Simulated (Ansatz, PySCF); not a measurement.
This PySCF input computes a PBE/def2-TZVPD energy:

```python
from pyscf import gto, scf, dft

mol = gto.M(
    atom='''
    O    -0.00000000   -0.00000000   -2.05214360
    B    -0.00000000   -0.00000000   -0.81622604
    B     0.00000000    0.00000000    0.81622604
    O     0.00000000    0.00000000    2.05214360
    ''',
    basis='def2-tzvpd',
    charge=1,
    spin=1,
    symmetry='D2h',
    verbose=4,
)

mf = dft.UKS(mol, xc='pbe').density_fit(auxbasis='def2-universal-jkfit')
mf.grids.level = 3
mf.conv_tol = 1e-9
mf.max_cycle = 100
mf.max_memory = 1500
mf.kernel()
if not mf.converged:
    mf = mf.newton()
    mf.kernel(mf.make_rdm1())
mf.analyze()
```

Write an input for the same energy in Ansatz (a first-principles code) and say what it gives.


Ansatz 0.2 input:
```yaml
crystal:
  periodic: [false, false, false]
  atoms:
    - {symbol: O, position_ang: [-0.00000000, -0.00000000, -2.05214360]}
    - {symbol: B, position_ang: [-0.00000000, -0.00000000, -0.81622604]}
    - {symbol: B, position_ang: [0.00000000, 0.00000000, 0.81622604]}
    - {symbol: O, position_ang: [0.00000000, 0.00000000, 2.05214360]}
basis:
  gaussian:
    orbitals: def2-TZVPD
hamiltonian:
  xc: {name: PBE}
total_charge: 1
magnetization: {spin_polarized: true, initial_magnetization: 1}
output: {forces: true}
```
It gives -199.61147 Eh, and PySCF -199.61149 Eh, a difference of 0.02 mEh, from the treatment of integrals and grids.
